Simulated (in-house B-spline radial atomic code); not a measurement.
A fraction x of an electron is removed from 4p in the silver ion Ag³⁺, starting from [Kr] 4d8 and keeping the highest spin. Method: scalar-relativistic (X2C) BLYP, spin-polarised, spherical fractional occupations, Fermi nucleus of rms radius 4.5454 fm. Calculated with a radial B-spline atomic code at the basis-set limit.

| x | E(x) - E(0) (eV) | 4p down level (eV) |
| --- | --- | --- |
| 0 | 0.0000 | -95.743 |
| 0.04 | 3.8435 | -96.434 |
| 0.16 | 15.5406 | -98.520 |
| 0.31 | ? | ? |
| 0.38 | 37.6395 | -102.389 |
| 0.5 | ? | ? |
| 0.62 | 62.7256 | -106.672 |
| 0.68 | 69.1583 | -107.753 |
| 0.78 | 80.0239 | -109.562 |
| 0.99 | 103.4336 | -113.395 |
| 1 | 104.5685 | -113.578 |

Question: What belongs in the row x = 0.31?

Answer: An energy change of 30.5157 eV; 4p down at -101.152 eV.

Question: What belongs in the row x = 0.5?

Answer: An energy change of 50.0540 eV; 4p down at -104.522 eV.

Question: Check Janak's theorem between x = 0.04 and 0.16.

Answer: The slope of the energy is 97.48 eV; the orbital levels give 97.48 eV (-ε of the emptying orbital, averaged over the two points).
